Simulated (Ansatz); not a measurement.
Mulliken charges of `[NH2][Nb]([OH])([F])=[S]` from PBE/def2-TZVPP in Ansatz (PBE0-D4/def2-TZVP geometry).

| atom | x (Å) | y (Å) | z (Å) | charge (e) |
| --- | --- | --- | --- | --- |
| N1 | -0.457 | 1.383 | 0.173 | -0.537 |
| Nb2 | 0.443 | -0.283 | -0.286 | 1.200 |
| O3 | -0.760 | -1.714 | -0.069 | -0.466 |
| F4 | 0.996 | -0.241 | -2.074 | -0.351 |
| S5 | 2.111 | -0.440 | 1.048 | -0.419 |
| H6 | -0.133 | 2.073 | 0.833 | 0.188 |
| H7 | -1.363 | 1.636 | -0.199 | 0.167 |
| H8 | -0.745 | -2.471 | 0.518 | 0.218 |

Problem. By hand: the dipole of these point charges (1 e Å = 4.8032 D).

Solution. Σ q r = (-0.518, 0.110, 0.121) e Å, of length 0.543 e Å = 2.61 D.

Problem. How does the dipole of the full density compare? (An estimate is asked.)

Solution. The calculation gave: (-0.621, 0.106, 0.186) e Å, 3.16 D; the point charges give 0.83 times that, at 4° from its direction.

Point charges leave out the atoms' own dipoles, such as those of lone pairs, and Mulliken's split depends on the basis, so the two needn't agree.
